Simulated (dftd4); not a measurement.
H₃S, charge +1, singlet, geometry from GFN2-xTB; D4 for bp86 (dftd4).

dftd4 was given this input:
```
$ dftd4 mol.xyz --func bp86 --charge 1 --json dftd4.json --noedisp

# file mol.xyz
4

S      0.00815214    -0.00667796     0.11475350
H     -0.52580220     1.06636048    -0.51777110
H      1.09132467    -0.05802782    -0.69808507
H     -0.69595671    -0.90148537    -0.62019990
```

It wrote (shortened):

```
                    ____  _____ _____     ____  _  _
      -------------|  _ \|  ___|_   _|---|  _ \| || |------------
     |             | | | | |_    | | ___ | | | | || |_           |
     |             | |_| |  _|   | ||___|| |_| |__   _|          |
     |             |____/|_|     |_|     |____/   |_|            |
     |             ===================================           |
     |            E. Caldeweyher, S. Ehlert & S. Grimme          |
     |          Mulliken Center for Theoretical Chemistry        |
     |                    University of Bonn                     |
      -----------------------------------------------------------

Rational (Becke-Johnson) damping: bp86-D4-ATM
---------------------
  s6         1.0000
  s8         3.3550
  s9         1.0000
  a1         0.4365
  a2         4.9241
 alp        16.0000
--------------------

Dispersion energy:      -7.4781209900775E-04 Eh

[Info] JSON dump of results written to 'dftd4.json'
```
